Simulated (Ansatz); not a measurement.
C$_{4}$H$_{10}$O$_{2}$Sb (SMILES CC[O][Sb][O]CC), doublet, geometry from GFN2-xTB (the spin is typed, not shown lowest) (all electrons, no relativity); B3LYP/STO-3G (Ansatz, a quantum-chemistry and plane-wave program).

Input for Ansatz:
Ansatz 0.2 input:
```yaml
crystal:
  periodic: [false, false, false]
  atoms:
    - {symbol: Sb, position_ang: [0.01903224, 0.85141904, 0.06522443]}
    - {symbol: O, position_ang: [-1.82143010, 0.10978526, 0.23453861]}
    - {symbol: C, position_ang: [-2.03132903, -1.21573157, 0.62888333]}
    - {symbol: C, position_ang: [-1.74794631, -1.43629786, 2.10800080]}
    - {symbol: H, position_ang: [-3.08661315, -1.41676963, 0.41295762]}
    - {symbol: H, position_ang: [-1.41615642, -1.89398707, 0.03069935]}
    - {symbol: H, position_ang: [-2.32130188, -0.73263510, 2.70680871]}
    - {symbol: H, position_ang: [-2.01237606, -2.45122940, 2.39248186]}
    - {symbol: H, position_ang: [-0.68752679, -1.27646212, 2.29746013]}
    - {symbol: O, position_ang: [0.78443594, -0.96913059, -0.40384579]}
    - {symbol: C, position_ang: [2.09898905, -1.12732610, -0.83480420]}
    - {symbol: C, position_ang: [2.40917315, -0.40253832, -2.13770755]}
    - {symbol: H, position_ang: [2.80607697, -0.80639403, -0.05745869]}
    - {symbol: H, position_ang: [2.22535779, -2.20740676, -0.97816850]}
    - {symbol: H, position_ang: [2.35570836, 0.67478678, -1.98542882]}
    - {symbol: H, position_ang: [3.40634502, -0.66379882, -2.48166046]}
    - {symbol: H, position_ang: [1.68247385, -0.68234915, -2.89591404]}
basis:
  gaussian:
    orbitals: STO-3G
hamiltonian:
  xc: b3lyp
magnetization: {spin_polarized: true, initial_magnetization: 1}
```

The log (banner, timings and long lists left out):

```
Functional definition: B3LYP
856 factors; integrals over basis functions are off by at most 4.8e-5 eV
mean field evaluation 1: about -178459.7478 eV, gradient 1.5e1 eV
mean field evaluation 2: about -178456.9601 eV, gradient 2.6e1 eV
mean field evaluation 4: about -178461.2867 eV, gradient 6.3e-1 eV
mean field evaluation 8: about -178461.2162 eV, gradient 1.8e-2 eV
mean field evaluation 16: about -178461.2162 eV, gradient 2.3e-5 eV
mean field -178461.21622390 eV, -6558.3287308712 hartree, gradient 2.3e-5 eV, S^2 0.751069; 0 other end points of the search recorded, 0 dependent functions left out
reference -178461.21648372 eV, -6558.3287404197 hartree; 51, 50 occupied and 16, 17 virtual orbitals, 856 factors
Total energy: -178461.21648372 eV, -6558.3287404197 hartree
```
